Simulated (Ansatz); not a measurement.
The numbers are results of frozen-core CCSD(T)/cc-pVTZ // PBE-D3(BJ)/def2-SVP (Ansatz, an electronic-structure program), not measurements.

Ansatz 0.2 input:
```yaml
crystal:
  periodic: [false, false, false]
  atoms:
    - { symbol: Ga, position_ang: [0.011029, 0.02313, 0.034462] }
    - { symbol: F, position_ang: [-1.627236, -0.452421, 0.49576] }
    - { symbol: F, position_ang: [0.167616, 1.256559, -1.221317] }
    - { symbol: F, position_ang: [1.259191, -1.226344, 0.095713] }
    - { symbol: C, position_ang: [1.209825, 2.549705, 3.804096] }
    - { symbol: C, position_ang: [0.840187, 1.770393, 2.641248] }
    - { symbol: N, position_ang: [0.543196, 1.144261, 1.706987] }
    - { symbol: H, position_ang: [0.495532, 3.386184, 3.938462] }
    - { symbol: H, position_ang: [2.230084, 2.961436, 3.671752] }
    - { symbol: H, position_ang: [1.191693, 1.90834, 4.707583] }
basis:
  gaussian: { orbitals: cc-pVTZ }
correlation:
  method: ccsd_t
```

Output:

```
Functional definition: HF
1609 factors; integrals over basis functions are off by at most 1.1e-3 eV
mean field evaluation 1: about -64045.7788 eV, gradient 5.6e1 eV
mean field evaluation 2: about -64045.9633 eV, gradient 5.6e1 eV
mean field evaluation 4: about -64051.6678 eV, gradient 3.9e0 eV
mean field evaluation 8: about -64051.7432 eV, gradient 5.1e-1 eV
mean field evaluation 16: about -64045.7794 eV, gradient 5.6e1 eV
mean field -64051.74420504 eV, -2353.8581837036 hartree, gradient 2.3e-6 eV, S^2 0.000000; 0 other end points of the search recorded, 0 dependent functions left out
15 core orbitals not correlated
reference -64051.74420504 eV, -2353.8581837036 hartree; 25, 25 occupied and 225, 225 virtual orbitals, 1609 factors
second order -39.03233118 eV of doubles, -0.00000000 eV of singles
cycle   1  -37.96102042 eV  change     1.1e0 eV  update   1.5e-1
cycle   2  -38.95513599 eV  change   -9.9e-1 eV  update   4.6e-2
cycle   3  -39.17885686 eV  change   -2.2e-1 eV  update   2.2e-2
cycle   4  -39.15734886 eV  change    2.2e-2 eV  update   5.5e-3
cycle   5  -39.15358599 eV  change    3.8e-3 eV  update   2.4e-3
cycle   6  -39.15647148 eV  change   -2.9e-3 eV  update   7.7e-4
cycle   7  -39.15691867 eV  change   -4.5e-4 eV  update   2.7e-4
cycle   8  -39.15676905 eV  change    1.5e-4 eV  update   9.2e-5
cycle   9  -39.15677438 eV  change   -5.3e-6 eV  update   3.0e-5
perturbative correction -1.51128812 eV, -0.0555388141 hartree
Total energy: -64092.41226754 eV, -2355.3527074346 hartree
```

Cost: around 40 core-minutes (rough).
